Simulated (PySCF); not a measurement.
Level of theory: PBE0-D4/def2-TZVP in PySCF. All species are isolated molecules in the gas phase. One relaxed conformer stands for a flexible species; it need not be the lowest. Excitations are Tamm–Dancoff values on a coarser integration grid. The basis has no diffuse functions, so Rydberg states are missing or too high.

Reference species (SMILES): `BCC=C` (neutral, multiplicity 1).

```
Quantity           Result
---------------  --------
S1–T1 gap (TDA)   0.37 eV
HOMO–LUMO gap     5.94 eV
HOMO             -7.25 eV
```

Changed species: `BC(=C)C`.

Question: What does the change do to the S1–T1 gap (TDA), HOMO–LUMO gap and HOMO?

Answer: the S1–T1 gap (TDA) goes up by 1.57 eV, to 1.94 eV; the HOMO–LUMO gap increases by 0.05 eV, to 5.99 eV; the HOMO falls by 0.68 eV, to -7.93 eV.
